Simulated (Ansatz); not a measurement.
One change: `CB[SiH2]CC` becomes `CB[SiH2]BC`.

Ansatz, PBE0-D4/def2-TZVP geometries, multiplicity 1. Each molecule was computed in one conformer, which needn't be the lowest.

```json
{"property": "size of the dipole moment (ωB97M-V/def2-TZVPP) / D", "`CB[SiH2]CC`": "1.30"}
{"property": "LUMO energy (PBE0/def2-TZVPP) / eV", "`CB[SiH2]CC`": "-1.69"}
{"property": "HOMO energy (B3LYP/def2-TZVPP) / eV", "`CB[SiH2]CC`": "-7.37"}
{"property": "size of the dipole moment (PBE/def2-TZVPP) / D", "`CB[SiH2]CC`": "1.35"}
{"property": "HOMO–LUMO gap (PBE0/def2-TZVPP) / eV", "`CB[SiH2]CC`": "5.85"}
{"property": "LUMO energy (ωB97M-V/def2-TZVPP) / eV", "`CB[SiH2]CC`": "0.26"}
```

Question: What does the change do to each property? (Best estimate.)

Answer: The calculation gave: 
```
                                          property  `CB[SiH2]BC`  shift
size of the dipole moment (ωB97M-V/def2-TZVPP) / D          0.72  -0.58
                LUMO energy (PBE0/def2-TZVPP) / eV         -2.25  -0.56
               HOMO energy (B3LYP/def2-TZVPP) / eV         -7.09   0.28
    size of the dipole moment (PBE/def2-TZVPP) / D          0.73  -0.62
              HOMO–LUMO gap (PBE0/def2-TZVPP) / eV          5.02  -0.83
             LUMO energy (ωB97M-V/def2-TZVPP) / eV         -0.34  -0.60
```

With PBE0 the HOMO rises by 0.27 eV and the LUMO falls by 0.56 eV, so the gap narrows by about 0.83 eV. PBE moves the HOMO by 0.17 eV and ωB97M-V by 0.34 eV. Dipoles are sizes alone; their direction can turn.

B3LYP here is the variant with VWN-RPA as its local correlation; programs differ in this.
